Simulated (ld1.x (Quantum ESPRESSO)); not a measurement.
## Ce (Z = 58), TM semilocal: configuration errors across variants

cerium (Ce), norm-conserving Troullier–Martins (semilocal form), made with ld1.x (Quantum ESPRESSO) 7.5 (BP86, scalar-relativistic). Core [Kr] 4d10, reference 4f1 5s2 5p6 5d1 6s0 6p0 (charge +2). Waves: 5s (bound): rc 1.55 bohr; 5d (bound): rc 3.75 bohr; 4f (bound): rc 1.70 bohr; 5p (bound): rc 1.85 bohr. Local part: the p channel. Core correction: none.

All-electron excitation energies from the reference (eV): (1) 4f1 5s2 5p6 5d1 6s2 6p0 -17.450; (2) 4f1 5s2 5p6 5d1 6s1 6p0 -11.211; (3) 4f1 5s2 5p6 5d0 6s0 6p0 19.202; (4) 4f1 5s1 5p6 5d1 6s2 6p0 28.405; (5) 4f0 5s2 5p6 5d2 6s2 6p0 -12.636; (6) 4f0 5s2 5p6 5d0 6s0 6p0 57.082.

A semilocal file is local in each channel, so a ghost entry of none says nothing of the separable form that plane-wave codes build from it.

Tests that are not counted but printed errors over 1 eV. “base”: 4f1 5s2 5p6 5d0 6s2 6p1 (converged, but collapsed or in another state, printed error -33.9 eV). “wave 4f (bound): rc 1.70 bohr becomes 4f (bound): rc 1.16 bohr”: 4f1 5s2 5p6 5d0 6s2 6p1 (pseudo-atom not self-consistent, printed error -27.1 eV). “wave 4f (bound): rc 1.70 bohr becomes 4f (bound): rc 1.28 bohr”: 4f1 5s2 5p6 5d0 6s2 6p1 (pseudo-atom not self-consistent, printed error -28.2 eV). “wave 4f (bound): rc 1.70 bohr becomes 4f (bound): rc 1.64 bohr”: 4f1 5s2 5p6 5d0 6s2 6p1 (converged, but collapsed or in another state, printed error -33.8 eV). “wave 4f (bound): rc 1.70 bohr becomes 4f (bound): rc 1.86 bohr”: 4f1 5s2 5p6 5d0 6s2 6p1 (pseudo-atom not self-consistent, printed error -26.4 eV).

Errors AE − PS in meV (a dash: test not solved or not reliable):

```tsv
change	(1)	(2)	(3)	(4)	(5)	(6)	bound ghosts
base	+93	+63	+13	+183	+840	+998	none
wave 4f (bound): rc 1.70 bohr becomes 4f (bound): rc 1.16 bohr	+93	+63	+13	+186	+708	+861	none
wave 4f (bound): rc 1.70 bohr becomes 4f (bound): rc 1.28 bohr	+93	+63	+13	+186	+734	+887	none
wave 4f (bound): rc 1.70 bohr becomes 4f (bound): rc 1.64 bohr	+93	+63	+13	+183	+818	+975	none
wave 4f (bound): rc 1.70 bohr becomes 4f (bound): rc 1.86 bohr	+92	+63	+13	+181	+877	+1040	none
wave 4f (bound): rc 1.70 bohr becomes 4f (bound): rc 2.42 bohr	+92	+63	+13	+171	+1136	+1337	none
```

**Question.** Give the same row for: wave 4f (bound): rc 1.70 bohr becomes 4f (bound): rc 2.04 bohr.

**Answer.** +92, +63, +13, +178, +946, +1116; bound ghosts: none. Not counted: 4f1 5s2 5p6 5d0 6s2 6p1 (converged, but collapsed or in another state, printed error -34.3 eV).
